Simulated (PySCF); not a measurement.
# Relaxation of triplet HfH2

Computed with UPBE0/[Hf def2-TZVP with ECP60, H def2-TZVP], scalar-relativistic core potentials, density fitting, no spin–orbit coupling, PySCF. A (50,194) grid was used.

A hand-made bent start, of C2v symmetry, held to at least that symmetry:

Coordinates in bohr (charge 0 multiplicity 3):
```
Hf    0.0000    0.0000   -0.0221
H     2.8482    0.0000    1.9723
H    -2.8482    0.0000    1.9723
```

Optimiser trace:
| step | E − E(last) (kJ/mol) | largest gradient (Eh/bohr) |
| --- | --- | --- |
| 0 | 3.82 | 0.00487 |
| 1 | 1.77 | 0.00330 |
| 2 | 0.01 | 0.00064 |
| 3 | 0.00 | 0.00044 |
| 4 | 0.00 | 0.00018 |

It ends at C2v with Hf–H 1.863 Å (×2); H–Hf–H 120.8°. A frequency run shows a minimum. Other isomers or separated fragments may lie lower.

Final geometry:
```xyz
3
charge 0 multiplicity 3, angstrom
Hf    0.0000    0.0000   -0.0100
H     1.6201    0.0000    0.9105
H    -1.6201    0.0000    0.9105
```

With open d or f shells other occupations or spin states may lie lower. At this level a broken-symmetry Ms = 0 minimum of C2v symmetry lies 11 kJ/mol below this structure. No spin–orbit coupling is included, which matters more the heavier the element.
